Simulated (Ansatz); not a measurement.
A nudged elastic band was laid between two geometries of CH₇NOSi₂ (12 atoms, charge 0, multiplicity 1).

Method: Ansatz 0.2.0, RKS PBE0-D4/def2-SVP.

* movable images: 7
* climbing image: yes
* spring: 5.0 eV/Å²
* optimiser: quadratic models (default)
* start path: IDPP
* force threshold: 0.03 eV/Å
* iteration limit: 60
* end points: relaxed

First end point:

```xyz
12
Properties=species:S:1:pos:R:3
N -0.547 -0.659 2.404
C 0.095 -0.615 1.158
O -0.466 -1.401 0.052
Si -0.541 0.254 -0.334
Si 0.836 0.963 -2.077
H -0.454 -1.576 2.842
H -1.536 -0.431 2.352
H 1.177 -0.795 1.249
H -1.905 0.860 -0.267
H 0.887 2.458 -2.110
H 2.208 0.420 -1.844
H 0.324 0.467 -3.391
```

Last end point:

```xyz
12
Properties=species:S:1:pos:R:3
N -0.721 -1.191 2.231
C 0.025 -0.855 1.085
O -0.502 -1.353 -0.120
Si -0.463 0.368 -0.263
Si 0.890 1.083 -2.022
H -0.316 -0.812 3.082
H -1.698 -0.918 2.166
H 1.098 -1.062 1.233
H -1.828 0.971 -0.168
H 0.989 2.576 -2.017
H 2.253 0.500 -1.830
H 0.351 0.638 -3.344
```

Task: Which bonds break or form, and what moves?

Result: No bond is made or broken. The height of N1 over the plane of its neighbours goes from -0.34 to 0.33 Å.

Task: What energy profile does the band end with?

Result: The run converged. The highest image is number 4 of 0 to 8, 3.5 kcal/mol above the first end and 1.0 kcal/mol above the last; the last end lies 2.5 kcal/mol above the first. A vibrational analysis at the climbing image gives one clearly imaginary mode, 375i cm⁻¹: a first-order saddle point.

| image | path coordinate (Å) | energy (kcal/mol) | height of N1 over the plane of its neighbours (Å) |
| --- | --- | --- | --- |
| 0 | 0.00 | 0.0 | -0.34 |
| 1 | 0.20 | 0.1 | -0.33 |
| 2 | 0.40 | 0.8 | -0.25 |
| 3 | 0.60 | 2.6 | -0.08 |
| 4 | 0.80 | 3.5 | 0.13 |
| 5 | 1.12 | 3.3 | 0.27 |
| 6 | 1.44 | 3.0 | 0.30 |
| 7 | 1.76 | 2.6 | 0.32 |
| 8 | 2.08 | 2.5 | 0.33 |

Task: What is the geometry of the highest image?

Result: 
```xyz
12
Properties=species:S:1:pos:R:3
N -0.727 -0.919 2.242
C -0.002 -0.764 1.069
O -0.494 -1.478 -0.126
Si -0.571 0.189 -0.404
Si 0.884 1.057 -2.009
H -0.343 -1.477 2.989
H -1.430 -0.248 2.509
H 1.075 -0.955 1.187
H -1.935 0.797 -0.367
H 0.923 2.549 -1.907
H 2.251 0.509 -1.761
H 0.446 0.683 -3.388
```

Task: What are the harmonic wavenumbers there?

Result: 375i, 79, 98, 126, 169, 306, 426, 466, 527, 539, 557, 682, 716, 791, 868, 927, 930, 983, 997, 1190, 1276, 1397, 1613, 2216, 2226, 2231, 2241, 3108, 3651, 3770 cm⁻¹.

The run took 3.9 min on 2 threads of Intel(R) Xeon(R) Platinum 8488C (Sapphire Rapids), with other jobs on the host, peak memory 0.28 GiB.
